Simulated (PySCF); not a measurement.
# Field gradients at the hydrogen positions

Species: C₅H₉F₃Si₂.
Geometry (GFN2-xTB, Å), atoms numbered from 1 in this order:
```
atom  x, y, z in Å
C1     2.8676    0.3382    1.6546
C2     2.4456    0.3672    0.5290
Si3    1.7529    0.3830   -1.1862
C4    -0.1413    0.1753   -1.0026
Si5   -0.9841    1.6700   -0.1542
C6    -0.4207   -1.1459   -0.2908
C7    -1.8954   -1.4402   -0.1341
F8    -2.1164   -2.7263    0.1994
F9    -2.4775   -0.7084    0.8307
F10   -2.6019   -1.2218   -1.2535
H11    3.2391    0.3170    2.6393
H12    2.3092   -0.7656   -1.9172
H13    2.0707    1.6441   -1.8569
H14   -0.5578    0.1022   -2.0122
H15   -2.4222    1.6726   -0.4101
H16   -0.3998    2.8769   -0.7426
H17   -0.6940    1.6059    1.2765
H18    0.0108   -1.1465    0.7129
H19    0.0053   -1.9885   -0.8441
```

Level: PBE0/pcSseg-1 (PySCF, non-relativistic); Q(2H) = 0.00286 b; rigid geometry, the same for H and D, with no vibrational averaging.

Question: Rank these positions by the coupling χzz of a deuteron there, largest first.
A. H19 (methylene hydrogen)
B. H11 (alkyne hydrogen)
C. H12 (Si–H hydrogen)
D. H14 (methine hydrogen)
E. H17 (Si–H hydrogen)

Answer: B (259 kHz), D (206 kHz), A (197 kHz), E (111 kHz), C (105 kHz).

Question: Give the electric field gradient Vzz (the principal value of largest size), its asymmetry and the 2H coupling at each hydrogen.

Answer: 
| atom | bonded to | bond length (Å) | Vzz (au) | η | χzz (kHz) |
| --- | --- | --- | --- | --- | --- |
| H11 | C1 | 1.053 | 0.3854 | 0.00 | 259 |
| H12 | Si3 | 1.471 | 0.1559 | 0.01 | 105 |
| H13 | Si3 | 1.463 | 0.1611 | 0.01 | 108 |
| H14 | C4 | 1.095 | 0.3059 | 0.04 | 206 |
| H15 | Si5 | 1.461 | 0.1635 | 0.02 | 110 |
| H16 | Si5 | 1.464 | 0.1616 | 0.02 | 109 |
| H17 | Si5 | 1.461 | 0.1649 | 0.03 | 111 |
| H18 | C6 | 1.093 | 0.2926 | 0.04 | 197 |
| H19 | C6 | 1.094 | 0.2932 | 0.06 | 197 |

Question: Average by the element that carries the hydrogen.

Answer: on C: 215 kHz over 4 positions, mean bond length 1.084 Å; on Si: 108 kHz over 5 positions, mean bond length 1.464 Å.

One conformer (not necessarily the lowest) at the GFN2-xTB geometry, without solvent, vibrations or thermal averaging. GFN2-xTB bond lengths can be off by several hundredths of an ångström, more for odd bonds, and the gradients follow them. The small basis limits the accuracy of the gradients.
